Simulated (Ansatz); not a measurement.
Relaxation of Cl₂H₃OSn (7 atoms, charge 0, multiplicity 2), to a largest force component of 0.03 eV/Å in at most 50 steps.

Theory: Ansatz 0.2.0, UKS r2SCANh-D4/def2-SVP.

```xyz
7
Properties=species:S:1:pos:R:3:forces:R:3
Sn -0.021 -0.032 -0.188 0.00 -0.01 -0.08
H -0.053 0.023 2.754 0.01 -0.01 -1.64
O 1.811 -0.016 -0.961 0.01 0.00 0.00
H 2.191 -0.905 -1.003 0.00 0.00 0.00
Cl -1.027 1.906 -1.088 0.00 0.00 0.00
Cl -1.102 -1.956 -1.073 0.00 0.00 0.00
H -0.056 0.027 3.471 -0.01 0.01 1.72
```

Problem. Where does it end, and by what steps?

Solution. It converged. After 5 steps the energy has fallen by 0.045 eV; H7 moved furthest, 0.34 Å.

```json
{"step": "0", "energy less start (eV)": "0.0000", "largest force component (eV/Å)": "1.716", "accepted": "yes"}
{"step": "1", "energy less start (eV)": "-0.0429", "largest force component (eV/Å)": "0.069", "accepted": "yes"}
{"step": "2", "energy less start (eV)": "-0.0445", "largest force component (eV/Å)": "0.081", "accepted": "yes"}
{"step": "3", "energy less start (eV)": "-0.0449", "largest force component (eV/Å)": "0.064", "accepted": "yes"}
{"step": "4", "energy less start (eV)": "-0.0450", "largest force component (eV/Å)": "0.037", "accepted": "yes"}
{"step": "5", "energy less start (eV)": "-0.0450", "largest force component (eV/Å)": "0.005", "accepted": "yes"}
```

```xyz
7
Properties=species:S:1:pos:R:3
Sn -0.017 -0.040 -0.318
H -0.076 0.044 3.050
O 1.822 -0.021 -1.077
H 2.205 -0.909 -1.113
Cl -1.016 1.896 -1.227
Cl -1.097 -1.960 -1.208
H -0.079 0.038 3.807
```

Whether the end is a true minimum wasn't checked by a vibrational analysis.

The run took 9.6 s on 4 threads of AMD EPYC 9R45 96-Core Processor (Zen 5) (shared host), peak memory 0.38 GiB.
